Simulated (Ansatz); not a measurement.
The first iterations of a band of Cl2FGeH + H2S (8 atoms, charge 0, multiplicity 1).

All numbers below come from RKS PBE/def2-SVP in Ansatz 0.2.0.

```
movable images  : 7
climbing image  : yes
spring          : 5.0 eV/Å²
optimiser       : quadratic models (default)
start path      : through a guess of the saddle point
force threshold : 0.03 eV/Å
iteration limit : 60
end points      : relaxed
```

Initial state:

```xyz
8
Properties=species:S:1:pos:R:3
Ge 0.337 0.027 -0.128
H 0.465 0.490 1.329
F 1.903 0.147 -0.892
Cl -0.982 1.258 -1.314
Cl -0.251 -2.041 -0.328
S -2.755 -0.051 1.915
H -3.104 0.561 0.749
H -2.693 -1.264 1.299
```

Final state:

```xyz
8
Properties=species:S:1:pos:R:3
Ge -1.010 -0.086 -0.754
H 0.590 0.138 2.838
F 0.071 -0.506 0.561
Cl -0.234 1.699 -1.658
Cl -0.907 -1.761 -2.104
S -3.057 0.313 -0.024
H -3.275 -1.016 0.208
H 0.744 0.346 3.563
```

| iteration | highest image above the first end (eV) | largest band force component (eV/Å) |
| --- | --- | --- |
| 1 | 6.109 | 28.530 |
| 2 | 2.960 | 9.008 |
| 3 | 2.201 | 4.880 |
| 4 | 1.893 | 1.742 |
| 5 | 1.821 | 0.568 |
| 6 | 1.839 | 0.524 |
| 7 | 1.945 | 0.537 |

Does the band converge within its limit, and where does its top end?

The run converged. It ended after 21 iterations with the highest image 1.841 eV above the first end. Neighbouring images differ by up to 1.7 eV, so the band resolves the path poorly. A vibrational analysis at the climbing image gives one clearly imaginary mode, 1172i cm⁻¹: a first-order saddle point. The orbitals stay closed-shell, which can raise the energy where a bond breaks towards radicals; this wasn't checked here.

Run time: 3.1 min on 4 threads of Arm Neoverse V1 (shared host), peak memory 0.19 GiB.
